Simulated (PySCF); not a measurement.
Species: C4H9O2, net charge 0, doublet state. It need not be the lowest isomer of its formula. 
Structure (B3LYP-D3(BJ)/def2-TZVP (Ansatz) minimum search):
SMILES: CO[C](C)OC
```xyz
15

C      0.1667    -1.8507    -0.0670
C     -0.1944    -0.4014    -0.0270
O      0.7173     0.4904     0.4955
C      1.0877     0.2828     1.8490
O     -0.7082     0.0376    -1.2053
C     -1.1565     1.3909    -1.2372
H      0.3914    -2.2331     0.9280
H     -0.6665    -2.4209    -0.4739
H      1.0455    -2.0203    -0.7061
H      1.7173    -0.6042     1.9630
H      0.2024     0.1795     2.4829
H      1.6548     1.1599     2.1542
H     -1.8599     1.5798    -0.4217
H     -1.6583     1.5192    -2.1938
H     -0.3208     2.0864    -1.1608
```
Charge 0, spin multiplicity 2.

Dispersion corrections to the total energy (kcal/mol) from the dftd3 and dftd4 libraries through PySCF: D3(BJ) without and D4 with the three-body term, each with the damping fitted for the functional named.

```tsv
functional	D3(BJ)	D4
B3LYP	(withheld)	-9.68
PW6B95	-2.89	(withheld)
BP86	-9.24	(withheld)
CAM-B3LYP	-4.62	-5.15
revPBE	-16.11	-21.38
BHLYP	-7.77	-6.58
HSE06	-3.91	-4.77
```

### Question
What belongs in the gaps?

### Answer

- B3LYP, D3(BJ): -10.33
- PW6B95, D4: -5.18
- BP86, D4: -7.99
